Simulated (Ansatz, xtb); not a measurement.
Relative energy of two isomers of C3H4BrF

Structure I: `C/C(F)=C\Br`, a singlet. Structure II: `C/C(F)=C/Br`, a singlet. Both are isolated molecules in the gas phase, relaxed with r2SCAN-D4/def2-SVP.

Energies in hartree; the thermal terms are from r2SCAN-D4/def2-SVP harmonic frequencies (ideal gas, rigid rotor, one conformer each, 298.15 K, 1 atm) and include the zero-point energy:

```
                               I            II
E, CCSD(T)/def2-SVP  −2788.151309  −2788.152189
    E, MP2/def2-SVP  −2788.093866  −2788.094891
  E, MP2/def2-TZVPP  −2788.862755  −2788.863529
  zero-point energy      0.062331      0.062583
       H(298 K) − E      0.069064      0.069250
       G(298 K) − E      0.031764      0.032155
```

Correct the CCSD(T) difference for the basis set by the MP2 change, then work out ΔE, ΔE₀, ΔH and ΔG for I → II in kcal/mol (1 Eh = 627.51 kcal/mol) and the equilibrium ratio [II]/[I].

1. Differences II − I: CCSD(T) −0.000880, MP2 in the small set −0.001025, MP2 in the large set −0.000774 Eh.
2. ΔE = −0.000880 + (−0.000774 − (−0.001025)) = −0.000629 Eh = −0.39 kcal/mol.
3. ΔE₀ = ΔE + ΔZPE = −0.000629 + (+0.000252) Eh = −0.24 kcal/mol.
4. ΔH = ΔE + (+0.000186) Eh = −0.28 kcal/mol.
5. ΔG = ΔE + (+0.000391) Eh = −0.15 kcal/mol, so ΔS = (ΔH − ΔG)/T = −1.8 J/(mol K).
6. kT = 0.9442 mEh, so K = [II]/[I] = exp(−ΔG/kT) = exp(+0.25) ≈ 1.3.

The two are too close for this level to say which is favoured. An error of 1 kcal/mol in ΔG would change K by a factor of 5.4. Mirror images and further conformers aren't counted.

As drawn, both hold the same kinds of bond in the same numbers.

Other levels gave ΔE = +2.3 (GFN2-xTB); −0.8 (HF/STO-3G, GFN2-xTB geometries); −0.5 (r2SCAN-D4/def2-SVP//GFN2-xTB); −0.5 (r2SCAN-D4/def2-SVP); −0.7 (HF/def2-SVP); −0.6 (MP2/def2-SVP); −0.6 (CCSD(T)/def2-SVP) kcal/mol. The correlated steps freeze 13 core orbitals; the filled d shell of Br is correlated, in a basis made for valence electrons. Programs: Ansatz 0.2.0, xtb 6.7.1.
